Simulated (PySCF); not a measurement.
C5H12B (charge -1).
Structure used (PBE0-D3(BJ)/def2-SVP), in Å, numbered top down from 1:
```xyz
18
C5H12B angstrom
C     -1.3774    1.8350   -0.4071
C     -1.0939    0.5278   -0.5555
C     -1.9344   -0.4722    0.1970
B      0.1025   -0.0644   -1.4838
C      1.2440   -0.8374   -0.5779
C      1.9782    0.0799    0.3939
H     -2.1997    2.1962    0.2333
H     -0.7939    2.5996   -0.9339
H     -2.4050   -1.1824   -0.5065
H     -2.7293   -0.0103    0.8130
H     -1.3050   -1.0911    0.8618
H     -0.4022   -0.8823   -2.2938
H      0.6428    0.8675   -2.1233
H      0.7951   -1.6770   -0.0061
H      1.9821   -1.3156   -1.2523
H      2.7344   -0.4299    1.0253
H      1.2657    0.5829    1.0719
H      2.4960    0.8880   -0.1532
```

Jobs on this species (18 atoms, 48 electrons) with PySCF (density fitting). Hardware of each: one thread, Arm Neoverse V1, no GPU (shared host). The host was shared with other jobs, so the times are rough.

```json
{"level and settings": "PBE0/pcSseg-1", "work": "shieldings, charges and field gradients", "basis functions": "162", "SCF cycles": "?", "wall time": "?"}
{"level and settings": "PBE0-D3(BJ)/def2-SVP, grid level 1", "work": "geometry optimisation from a GFN2-xTB start", "basis functions": "144", "SCF cycles": "?", "wall time": "?"}
{"level and settings": "KT3/pcSseg-1", "work": "shieldings", "basis functions": "162", "SCF cycles": "?", "wall time": "?"}
{"level and settings": "B3LYP/def2-SVPD", "work": "10 singlets by full TDDFT, 4 Tamm–Dancoff triplets, polarisability, ΔSCF ions", "basis functions": "216", "SCF cycles": "13", "wall time": "4.0 min"}
{"level and settings": "B3LYP/pcJ-1", "work": "spin–spin couplings from 18 perturbed nuclei, spin–dipole term for 1 of them", "basis functions": "282", "SCF cycles": "13", "wall time": "2.0 min"}
```

Task: Fill in the missing figures.

Result: 
- PBE0/pcSseg-1; shieldings, charges and field gradients: 20 s, 14 SCF cycles
- PBE0-D3(BJ)/def2-SVP, grid level 1; geometry optimisation from a GFN2-xTB start: 65 s, 52 SCF cycles
- KT3/pcSseg-1; shieldings: 29 s, 14 SCF cycles

Task: What do all jobs in the table cost together?

Result: About 7.9 min; the longest takes about 51 % of that, and about 12 times as long as the shortest.
